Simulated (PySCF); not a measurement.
Species: C$_{3}$H$_{8}$N (charge +1, singlet). It need not be the lowest isomer of its formula. SMILES: [NH3+]C1CC1
Geometry: optimised at B3LYP-D3(BJ)/def2-TZVP (Ansatz).

Dispersion corrections to the total energy (kcal/mol) from the dftd3 and dftd4 libraries through PySCF: D3(BJ) without and D4 with the three-body term, each with the damping fitted for the functional named.

```csv
functional,D3(BJ),D4
PBE0,-4.00,-2.96
HSE06,-2.79,-2.70
PBE,[?],-3.58
BP86,-6.95,-4.55
TPSSh,-5.34,[?]
revPBE,[?],-13.26
LC-wPBE,-4.18,-3.93
```

**Question.** Fill in the missing entries.

**Answer.** 
- PBE, D3(BJ): -4.84
- TPSSh, D4: -4.40
- revPBE, D3(BJ): -12.81
